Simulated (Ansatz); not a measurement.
System: C2H6BS, charge 0, multiplicity 2. It need not be the lowest isomer of its formula. SMILES: CB(C)[S]
Coordinates optimised at B3LYP-D3(BJ)/def2-TZVP (Ansatz, a quantum-chemistry and plane-wave program):
```xyz
10

C      1.3441    -0.9914     0.5694
B     -0.0076    -0.2791     0.1614
C     -1.3962    -0.9322     0.5433
S      0.0337     1.2437    -0.7194
H      1.3629    -1.9977     0.1388
H      2.2533    -0.4734     0.2671
H      1.3674    -1.1200     1.6563
H     -1.4457    -1.0593     1.6295
H     -1.4502    -1.9370     0.1120
H     -2.2763    -0.3757     0.2240
```
Charge 0, spin multiplicity 2.

Wanted: atomisation energy (electronic, to ground-state atoms), in kcal/mol. Cores are frozen in the correlated levels unless marked. Open shells are spin-unrestricted. Spin-orbit coupling is left out. No relativistic terms. The coupled-cluster limit lacks core correlation, which all-electron functionals hold. Basis-set limits of correlation are two-point, X^-3; Hartree-Fock from the larger set. [CCSD(T)-MP2]/basis is that difference in the basis named.

```tsv
level	program	atomisation energy (kcal/mol)	minus last row
HF/aug-cc-pV(T+d)Z	Ansatz	692.2	-201.7
HF/cc-pV(Q+d)Z	Ansatz	693.1	-200.8
PBE-D4/def2-TZVPD	Ansatz + dftd4	916.4	22.5
BLYP-D4/def2-TZVPD	Ansatz + dftd4	895.5	1.6
B3LYP-D3(BJ)/def2-TZVPD	Ansatz + dftd3	901.6	7.7
B3LYP-D4/def2-TZVPD	Ansatz + dftd4	900.5	6.6
PBE0/STO-3G	Ansatz	1118.8	224.9
PBE0-D3(BJ)/def2-TZVPD	Ansatz + dftd3	906.8	12.9
BHLYP-D4/def2-TZVPD	Ansatz + dftd4	882.5	-11.4
r2SCAN0/def2-TZVPD	Ansatz	896.6	2.7
LC-wPBE/def2-TZVPD	Ansatz	897.0	3.1
B2PLYP/def2-TZVPD	Ansatz	887.4	-6.5
MP2/cc-pV(T+d)Z	Ansatz	883.9	-10.0
RI-MP2/cc-pV(T+d)Z	Ansatz	883.8	-10.1
SCS-MP2/cc-pV(D+d)Z	Ansatz	837.9	-56.0
SCS-MP2/aug-cc-pV(Q+d)Z	Ansatz	894.9	1.0
CCSD(T)/6-31G	Ansatz	778.4	-115.5
CCSD(T)/aug-cc-pV(D+d)Z	Ansatz	840.4	-53.5
CCSD(T)/cc-pV(D+d)Z	Ansatz	834.9	-59.0
RI-MP2/CBS(cc-pV(T+d)Z,cc-pV(Q+d)Z)+[CCSD(T)-MP2]/cc-pV(D+d)Z	Ansatz	894.7	0.8
CCSD(T)/CBS(aug-cc-pV(T+d)Z,aug-cc-pV(Q+d)Z)	Ansatz	893.9	0.0
```
